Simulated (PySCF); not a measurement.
## How methods differ on the excitation energy of Si

Si [Ne] 3s2 3p2 (3P) → Si [Ne] 3s1 3p2 3d1 (high-spin determinant), as a difference of total energies. Computed with PySCF 2.14 in aug-cc-pwCVDZ (6s5p3d, 36 functions), with no relativity, point nucleus. Correlated levels: nothing frozen. The calculations carry no spin-orbit coupling.

| method | excitation energy (eV) |
| --- | --- |
| UHF | 10.838 |
| MP2 (all electrons) | 11.942 |
| SCS-MP2 (all electrons) | 12.204 |
| CCSD (all electrons) | 11.920 |
| CCSD(T) (all electrons) | 11.844 |

How much does correlation contribute at CCSD(T) (all electrons)?

11.844 − (10.838) = 1.006 eV, measured against UHF.

The upper state lies above the first ionisation limit, but in LS coupling its spin forbids autoionisation to the ground ion.

The promoted electron is Rydberg-like, and one or two diffuse shells describe it only roughly, which tends to raise the upper state.

The coupled-cluster amplitudes are large for the upper state (T1 above 0.03 or a double amplitude above 0.15), so a single reference is strained.

The determinant of the upper state mixes LS terms, which raises its energy above the lowest term, most at the Hartree-Fock and MP2 levels.
